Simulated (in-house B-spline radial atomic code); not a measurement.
## Binding energies in the cadmium ion Cd⁺

NIST's tabulated ground configuration is [Kr] 4d10 5s1; each binding energy is the energy of the ion with one electron taken from that subshell, relaxed, less that of the parent. Method: Dirac-Hartree-Fock, average of configuration, Fermi nucleus of rms radius 4.6087 fm. Calculated with a B-spline radial code for spherical atoms. Energies include first-order Breit, QED and recoil terms.

| subshell | X-ray name | binding energy (eV) | -ε (eV) | relaxation (eV) |
| --- | --- | --- | --- | --- |
| 2p1/2 | L2 | 3745.2 | 3791.5 | 38.0 |
| 2p3/2 | L3 | 3555.4 | 3598.1 | 36.9 |
| 3p1/2 | M2 | 671.2 | 687.5 | 15.2 |
| 3p3/2 | M3 | 636.4 | 651.9 | 14.8 |
| 3d3/2 | M4 | 427.6 | 443.9 | 16.1 |
| 3d5/2 | M5 | 420.8 | 436.8 | 15.9 |
| 4p1/2 | N2 | 93.46 | 97.56 | 3.94 |
| 4p3/2 | N3 | 87.68 | 91.46 | 3.70 |
| 4d3/2 | N4 | 26.1 | 28.63 | 2.54 |
| 4d5/2 | N5 | 25.41 | 27.83 | 2.45 |
| 5s | O1 | 15.54 | 15.69 | 0.13 |

Relaxation = -ε minus the binding energy without Breit, QED and recoil terms.

Emission lines follow as differences of binding energies, with λ = 12398.42 eV·Å / E:

| line | holes | energy (eV) | wavelength (Å) |
| --- | --- | --- | --- |
| L3-M5 | 2p3/2 → 3d5/2 | 3134.6 | 3.9553 |
| L2-M4 | 2p1/2 → 3d3/2 | 3317.6 | 3.7372 |
| L2-N4 | 2p1/2 → 4d3/2 | 3719.1 | 3.3337 |

Q: What does it cost to remove both a 2p3/2 and a 4d5/2 electron?

A: 3598.4 eV, which is 17.55 eV more than the two single binding energies together.

Q: What does it cost to remove both a 3p1/2 and a 4d5/2 electron?

A: 714.04 eV, which is 17.48 eV more than the two single binding energies together.

Q: What does it cost to remove both a 3p1/2 and a 3d5/2 electron?

A: 1132.1 eV, which is 40.19 eV more than the two single binding energies together.
